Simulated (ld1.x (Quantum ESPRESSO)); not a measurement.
## Building the RRKJ potential for cobalt (PBEsol, scalar-relativistic).

ld1.x (Quantum ESPRESSO) 7.5 input, shortened:

```
&input
   title='Co', zed=27., rel=1, dft='PBESOL', iswitch=3,
   config='[Ar] 3d6 4s0 4p0'
 /
 &inputp
   pseudotype=2, tm=.false., lloc=0,
   nlcc=.true., new_core_ps=.true., rcore=0.80
 /
3
4P  2  1   0.00   0.00  2.44  2.44  0.0
3D  3  2   6.00   0.00  1.50  1.50  0.0
4S  1  0   0.00   0.00  1.70  1.70  0.0
 &test
   configts(1)='3d6 4s0 4p0'
 /
```

* Cutoffs needed: 80 Ry and 120 Ry (the cutoffs (Ry, on a coarse ladder) from which the occupation-weighted sum of valence levels, in a spherical-Bessel basis at the reference potential, stays within 10 and 1 mRy of its value at 400 Ry)
* Ghost test: no extra level below or beside the all-electron valence levels (p, d, s, f tested) (spherical-Bessel basis up to 400 Ry, 20 bohr box)
* Largest excitation error: -1316 meV (all-electron minus pseudo) for 3d8 4s0 4p0, out of 7 test configurations
